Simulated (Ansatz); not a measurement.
# Worked example: the step energy

An elementary step of BH₄O₂F₃, closed shell (BF₃ ([F][B]([F])[F]) + H₂O + H₂O → BHOF₂ ([OH][B]([F])[F]) + H₂O + HF; B–F, H–O, H–O broken or loosened, B–O, F–H, H–O formed or tightened). “Start” and “end” are the PBE0-D4/def2-TZVP structures reached by relaxing down either side of its saddle point, with the molecules still in contact.

Ansatz 0.2.0; basis: def2-TZVPP and def2-QZVPP; cores frozen in the correlated methods.

Energies in eV:

| quantity | end | start |
| --- | --- | --- |
| Hartree–Fock, triple zeta (X = 3) | -12938.43015 | -12938.76012 |
| Hartree–Fock, quadruple zeta (X = 4) | -12939.01653 | -12939.33314 |
| MP2 correlation, X = 3 | -37.26470 | -37.34103 |
| MP2 correlation, X = 4 | -40.59332 | -40.66440 |
| CCSD(T) correlation, X = 3 | -38.68092 | -38.76957 |

Question: Work out the step energy at the basis limit: extrapolate Hartree–Fock as E(X) = E∞ + A exp(−7.88 √X) and the MP2 correlation as E(X) = E∞ + B X^−2.97 (the exponents that Neese and Valeev fitted for def2-TZVPP and QZVPP), then add CCSD(T) − MP2 in triple zeta.

Answer: Each step is linear, so take the differences first (end − start): Hartree–Fock 0.32997 (X = 3) and 0.31661 (X = 4); MP2 correlation 0.07633 and 0.07108; CCSD(T) correlation 0.08865.
Two points give E∞ = E(4) + w [E(4) − E(3)], with w = 1/(exp(7.88 (2 − √3)) − 1) = 0.1377 for Hartree–Fock and w = 1/((4/3)^2.97 − 1) = 0.7407 for the correlation.
Hartree–Fock: 0.31661 + 0.1377 × (-0.01336) = 0.3148 eV.
MP2 correlation: 0.07108 + 0.7407 × (-0.00525) = 0.0672 eV.
CCSD(T) − MP2: 0.08865 − 0.07633 = 0.0123 eV.
Sum: 0.3148 + 0.0672 + 0.0123 = 0.3943 eV, or 9.09 kcal/mol. Plain CCSD(T) in triple zeta gives 0.4186 eV, so the larger basis shifts the result by -0.0243 eV.

The T1 diagnostic stays at or below 0.012.

The step is the kind of ligand exchange by which a precursor binds to a hydroxyl group, or is hydrolysed, in atomic layer deposition of oxides.

Labels in which every atom is bracketed show which atoms are joined, not bond orders.

For scale, one of the runs: CCSD(T)/def2-TZVPP, 242 basis functions, launched by `ansatz run in.yaml --threads 8 --pin off --events-out ev --progress --plain --max-ram 19148MiB`. The run took 120 s on 8 CPU threads of an Arm Neoverse V2 (shared host), with 5.7 GiB of host memory at its peak.
